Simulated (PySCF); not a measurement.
# Reading the logs of faulty runs: BH4Si

Calculated results; nothing here was measured. They come from PySCF 2.14.0, an open-source quantum chemistry program, on an isolated molecule that a program drew, which may never have been made. The molecule is BH4Si (charge 0, doublet), drawn as the SMILES string `[BH][SiH3]`.

Each row is a Hartree-Fock (HF) and frozen-core CCSD(T) single point in the cc-pV(D+d)Z basis, meant for a local HF minimum. Run 1 is clean. Each other run has one planted mistake out of seven kinds, and not every kind appears here: one electron removed, one electron added, multiplicity raised by two, geometry at a saddle point, minimal basis STO-3G, one bond length entered in bohr, all coordinates scaled. The reference is restricted for singlets and unrestricted otherwise, and also for a bond in bohr. Adding or removing an electron swaps singlet and doublet. Electrons count all cores. HOMO and LUMO are orbital energies over both spins, the gradient is its largest component, and the lowest frequency (negative if imaginary) is given only where the gradient is small. Bond lengths are over the 5 bonds as drawn. T1 is the CCSD diagnostic: over 0.02 (restricted) or 0.045 (unrestricted) a single reference is doubtful.

Geometry of the clean run:
```xyz
6
BH4Si, angstrom
B    -1.7861   -0.0594   -1.0903
Si   -0.1941    0.1094    0.1385
H    -2.4558    0.6474   -1.7814
H    -0.5984   -0.3629    1.4858
H     0.3562    1.4822    0.2740
H     0.8820   -0.7725   -0.3772
```

```
run  electrons  basis functions  <S^2>  HOMO (eV)  LUMO (eV)  gradient (hartree/bohr)  lowest frequency (cm^-1)  mean bond (Å)  longest bond (Å)      T1  HF (hartree)  CCSD(T) (hartree)                 mistake
  1         23               57  0.757      -8.96       1.03                  1.6e-05                        45         1.5330             2.018  0.0137    -315.85525         -316.06608                no fault
  2         24               57  0.000       0.21       7.69                  3.8e-02                         -         1.5330             2.018  0.0139    -315.80421         -316.05204      one electron added
  3         23               18  0.754      -7.03       6.41                  2.9e-02                         -         1.5330             2.018  0.0063    -312.18542         -312.27989    minimal basis STO-3G
  4         23               57  0.757      -8.95       1.06                  2.0e-02                         -         1.4809             1.950  0.0136    -315.84997         -316.06006  all coordinates scaled
  5         23               57  1.252      -9.43       0.97                  2.5e-02                         -         1.7455             2.256  0.0707    -315.73689         -315.95027                       ?
```

**Which mistake was planted in run 5, and what did it cost?**

The mean bond changes by a factor of 1.139 and the longest by 1.118, so the molecule wasn't scaled as a whole. A length L in bohr read as angstrom grows by (1/0.5292 - 1) L = 0.890 L. The 5 bonds together grew by 5 x 0.2125 = 1.063 Å, which gives L = 1.194 Å. That is bond B1-H3, 1.194 Å in the clean geometry. So the mistake is: one bond length entered in bohr. Subtracting run 1 and multiplying by 627.51 kcal/mol a hartree, the energy moved by 74.3 kcal/mol in HF and 72.7 kcal/mol in CCSD(T).

Cautions from the logs. Run 2: the HOMO is above zero, so the electron isn't bound and the energy depends on the basis; run 5: T1 is over the limit, so its CCSD(T) energy is less reliable.
